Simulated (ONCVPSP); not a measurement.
**tellurium, ONCV: configuration errors across variants**

tellurium (Te), optimised norm-conserving Vanderbilt (ONCV), made with ONCVPSP 4.0.1 (PBE, fully relativistic). Core [Kr] 4d10, reference 5s2 5p4. Waves: 5s: rc 1.65 bohr, ncon 4, nbas 7, qcut 3.1 1/bohr, 2 projectors, debl 3.7 Ha; 5p: rc 2.25 bohr, ncon 4, nbas 7, qcut 4.2 1/bohr, 1 projector. Local part: polynomial inside 1.35 bohr (lpopt 5, dvloc0 2 Ha). Core correction: Teter function, fcfact 5.5, rcfact 1.45.

Open shells are filled in proportion to 2j + 1.

All-electron excitation energies from the reference (eV): (1) 5s2 5p3 9.750; (2) 5s2 5p2 27.699; (3) 5s2 5p1 54.627; (4) 5s2 5p0 91.146.

2 further variants failed, have other tests or too few solved ones, and are left out.

A true bound ghost makes a file unfit for plane-wave use even where its test errors are small: the radial tests pick states by their node count and pass the ghost by.

Errors AE − PS in meV (a dash: test not solved or not reliable):

```csv
change,(1),(2),(3),(4),bound ghosts,GHOST(+) flags above zero
base,-9.0,-73,-283,-784,none,"s, p3/2"
"s: ncon 5, nbas 8",-9.0,-73,-283,-781,none,"s, p3/2"
p: qcut 4,-8.8,-72,-283,-789,none,"s, p3/2"
p: nbas 9,-8.8,-72,-283,-797,none,"s, p3/2"
"local potential polynomial inside 1.35 bohr (lpopt 5, dvloc0 1 Ha)",-6.6,-61,-257,-784,none,"s, p3/2, p1/2"
s: nproj 3,-9.1,-74,-286,-792,s,"s, p3/2"
```

Problem. Give the same row for: p: rc 2.2.

Solution. -9.1, -73, -283, -781; bound ghosts: none; GHOST(+) flags above zero: s, p3/2.
